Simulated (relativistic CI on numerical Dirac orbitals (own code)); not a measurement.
**Level scheme of Hf2+**

These numbers are calculated, not measured: Dirac-Coulomb-Breit CI, KLI orbitals optimised for each configuration, model QED (radiative potential, 1s self-energy scaled to tabulated hydrogen-like ionisation energies), valence Slater integrals scaled by 0.85, P86 correlation energy added to each configuration (own radial code, finite nucleus).

CI space (outside the closed core [Xe]): 4f¹⁴5d², 4f¹⁴6s², 4f¹⁴5d6p, 4f¹⁴6s6p, 4f¹⁴5d5f, 4f¹⁴5d5g, 4f¹⁴5d6d, 4f¹⁴5d7s, 4f¹⁴5d7p, 4f¹⁴6p², 4f¹⁴6s7s, 4f¹⁴5f², 4f¹⁴5d7d, 4f¹³5d³, 4f¹⁴5d6f, 4f¹⁴5f6s. Levels of other configurations are missing.

The lowest level is 4f¹⁴5d² ³F2, with 96 % of that term; Hund's rules for 4f¹⁴5d² give ³F with J = 2, in agreement.

```tsv
No.	Configuration	Term	J	E (cm⁻¹)	%	Next component (%)	jj configuration (%)
1	4f¹⁴5d²	³F	2	0.0	96	4 ¹D	5d3/2^2 (84)
2	4f¹⁴5d²	³F	3	2206.6	100		5d3/2 5d5/2 (100)
3	4f¹⁴5d²	³F	4	4513.0	98	2 ¹G	5d5/2^2 (68)
4	4f¹⁴5d²	¹D	2	8648.2	66	30 ³P	5d3/2 5d5/2 (78)
5	4f¹⁴5d²	³P	0	8815.2	93	5 ¹S	5d3/2^2 (78)
6	4f¹⁴5d²	³P	1	10012.4	100		5d3/2 5d5/2 (100)
7	4f¹⁴5d²	³P	2	12406.4	69	30 ¹D	5d5/2^2 (92)
8	4f¹⁴5d²	¹G	4	13638.0	98	2 ³F	5d3/2 5d5/2 (68)
9	4f¹⁴6s²	¹S	0	13949.4	75	19 4f¹⁴5d² ¹S	closed (75)
10	4f¹⁴5d²	¹S	0	31054.0	74	20 4f¹⁴6s² ¹S	5d5/2^2 (56)
11	4f¹⁴5d6p	³F°	2	43037.4	67	29 ¹D°	5d3/2 6p1/2 (99)
12	4f¹⁴5d6p	³D°	1	45471.3	50	21 ¹P°	5d3/2 6p1/2 (83)
13	4f¹⁴6s6p	³P°	0	48296.4	74	26 4f¹⁴5d6p ³P°	6s 6p1/2 (74)
14	4f¹⁴5d6p	³F°	3	48380.1	88	10 ³D°	5d5/2 6p1/2 (72)
15	4f¹⁴5d6p	¹D°	2	48490.4	39	22 ³P°	5d5/2 6p1/2 (80)
16	4f¹⁴5d6p	³D°	1	49974.5	41	36 4f¹⁴6s6p ³P°	5d3/2 6p3/2 (57)
17	4f¹⁴5d6p	³D°	2	50300.3	67	16 ³F°	5d3/2 6p3/2 (87)
18	4f¹⁴5d6p	³D°	3	52846.6	77	12 ³F°	5d3/2 6p3/2 (46)
19	4f¹⁴5d6p	³F°	4	53868.2	100		5d5/2 6p3/2 (100)
20	4f¹⁴5d6p	³P°	2	54598.5	49	27 4f¹⁴6s6p ³P°	5d5/2 6p3/2 (66)
21	4f¹⁴5d6p	¹P°	1	55544.0	49	30 4f¹⁴6s6p ³P°	5d5/2 6p3/2 (44)
22	4f¹⁴5d6p	³P°	0	56610.7	74	26 4f¹⁴6s6p ³P°	5d3/2 6p3/2 (74)
23	4f¹⁴5d6p	³P°	1	57407.6	68	23 4f¹⁴6s6p ³P°	5d5/2 6p3/2 (37)
24	4f¹⁴5d6p	¹F°	3	58886.8	86	12 ³D°	5d5/2 6p3/2 (59)
25	4f¹⁴6s6p	³P°	2	60172.2	71	27 4f¹⁴5d6p ³P°	6s 6p3/2 (71)
26	4f¹⁴6s6p	¹P°	1	82259.3	72	20 4f¹⁴5d6p ¹P°	6s 6p3/2 (55)
27	4f¹⁴5d7s	³D	1	95066.5	94	5 4f¹⁴5d6d ³D	5d3/2 7s (94)
28	4f¹⁴5d7s	³D	2	95459.1	69	26 ¹D	5d3/2 7s (94)
29	4f¹⁴5d6d	³G	3	97726.1	44	43 ¹F	5d3/2 6d3/2 (81)
30	4f¹⁴5d6d	³D	1	97977.9	65	27 ¹P	5d3/2 6d3/2 (91)
31	4f¹⁴5d7s	³D	3	98729.9	53	27 4f¹⁴5d6d ³G	5d5/2 7s (53)
32	4f¹⁴5d6d	³D	2	99256.1	59	27 4f¹⁴5d7s ¹D	5d3/2 6d5/2 (47)
33	4f¹⁴5d7s	³D	3	99439.0	38	26 4f¹⁴5d6d ¹F	5d3/2 6d5/2 (45)
34	4f¹⁴5d7s	¹D	2	99661.3	30	25 ³D	5d5/2 7s (54)
35	4f¹⁴6p²	³P	0	99727.5	46	42 4f¹⁴5d6d ³P	5d3/2 6d3/2 (45)
36	4f¹⁴5d6d	³G	4	100075.1	91	6 ¹G	5d3/2 6d5/2 (78)
37	4f¹⁴5d6d	³S	1	100129.7	37	21 ³P	5d3/2 6d5/2 (79)
38	4f¹⁴5d6d	³F	2	100975.2	69	12 4f¹⁴5d7s ¹D	5d3/2 6d3/2 (81)
39	4f¹⁴5d6d	³D	3	102096.6	65	25 ¹F	5d5/2 6d5/2 (92)
40	4f¹⁴5d6d	³G	5	102878.1	100		5d5/2 6d5/2 (100)
41	4f¹⁴5d6d	¹P	1	102908.0	43	23 ³P	5d5/2 6d5/2 (56)
42	4f¹⁴5d6d	³S	1	103494.2	52	19 ³P	5d5/2 6d3/2 (41)
43	4f¹⁴5d6d	³F	3	103574.3	86	8 ³D	5d5/2 6d3/2 (83)
44	4f¹⁴5d6d	³P	2	103722.6	36	16 ³F	5d5/2 6d3/2 (70)
45	4f¹⁴5d6d	³F	4	104743.0	82	11 ¹G	5d5/2 6d3/2 (46)
```

Energies count from the lowest computed level; ° marks odd parity. Filled j subshells are mostly left out of the jj labels.

The mean weight of the leading LS term, summed over parents, in these 45 levels is 69 %, and that of the leading jj configuration (from the same eigenvectors) 72 %.

For a near-neutral ion this model can misplace configurations by up to about 10,000 cm⁻¹ (more where the count of f electrons changes) and terms by 10 to 25 % of their spread. Rates follow the energies as ν³ (E1, M1) or ν⁵ (E2), so they and the lifetimes can be off by large factors. The fine structure of a lone outer electron comes out too small, for d and f at times inverted, and misplaced configurations move strength between like terms.

Landé's interval rule says that E(J) − E(J−1) = AJ with one A. For the ground term the intervals give A = 735.5, 576.6 cm⁻¹ for J = 3, 4; the multiplet is regular.

LS names give the leading component of a level, which can be under half, so a name can repeat, a term be missing and a line seem to break the LS rules.
